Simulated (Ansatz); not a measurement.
```yaml
crystal:
  periodic: [false, false, false]
  atoms:
    - {symbol: Pt, position_ang: [0.918687, -2.634747, -0.000409]}
    - {symbol: B, position_ang: [0.738007, 0.538471, 0.024950]}
    - {symbol: B, position_ang: [1.535503, -0.856493, 0.033048]}
    - {symbol: B, position_ang: [-0.156907, 1.837736, 0.012993]}
    - {symbol: B, position_ang: [-0.253896, -1.052913, -0.016709]}
    - {symbol: B, position_ang: [-1.727855, 1.852369, -0.028752]}
    - {symbol: B, position_ang: [-1.053539, 0.315587, -0.025120]}
basis:
  gaussian: {orbitals: def2-TZVP}
total_charge: 1
magnetization: {spin_polarized: true, initial_magnetization: 1}
hamiltonian: {xc: {name: B3LYP5}}
scf: {lower_state_search: light}
output: {forces: true}
```

```sh
$ ansatz run in.yaml --threads 4 --pin off --events-out ev --progress --plain --max-ram 4787MiB
```

Shortened log:

```
Functional definition: B3LYP5
1428 factors; their error is unknown
mean field evaluation 1: about -7271.4344 eV, gradient 5.6e1 eV
mean field evaluation 2: about -7173.0088 eV, gradient 1.4e2 eV
mean field evaluation 4: about -7285.2285 eV, gradient 2.6e1 eV
mean field evaluation 8: about -7288.9240 eV, gradient 8.0e-1 eV
mean field evaluation 16: about -7289.6076 eV, gradient 3.5e0 eV
mean field evaluation 32: about -7289.7522 eV, gradient 1.3e0 eV
mean field -7289.78751817 eV, -267.8947500973 hartree, gradient 2.3e-5 eV, S^2 0.791796; 4 other end points of the search recorded, 0 dependent functions left out
reference -7289.78777441 eV, -267.8947595138 hartree; 24, 23 occupied and 202, 203 virtual orbitals, 1428 factors
Total energy: -7289.78777441 eV, -267.8947595138 hartree
Atom 0 at     0.918687    -2.634747    -0.000409 Å, force     0.113535    -0.059876     0.002510 eV/Å
Atom 1 at     0.738007     0.538471     0.024950 Å, force     0.103185     0.123527     0.003539 eV/Å
Atom 2 at     1.535503    -0.856493     0.033048 Å, force    -0.290378     0.439763    -0.003524 eV/Å
Atom 3 at    -0.156907     1.837736     0.012993 Å, force    -0.174465    -0.440439    -0.008471 eV/Å
Atom 4 at    -0.253896    -1.052913    -0.016709 Å, force    -0.528169     0.595642    -0.008489 eV/Å
Atom 5 at    -1.727855     1.852369    -0.028752 Å, force     0.640343    -0.217278     0.015006 eV/Å
Atom 6 at    -1.053539     0.315587    -0.025120 Å, force     0.135949    -0.441340    -0.000571 eV/Å
Dipole moment:    -0.207515     0.612517     0.000220 e Å
```

It took 8 s on 4 threads of Intel Xeon 6975P-C on a shared host, peak host memory 0.79 GiB.

In the def2 sets Pt takes a core potential; there is no spin–orbit coupling.

The dipole of an ion depends on the origin.
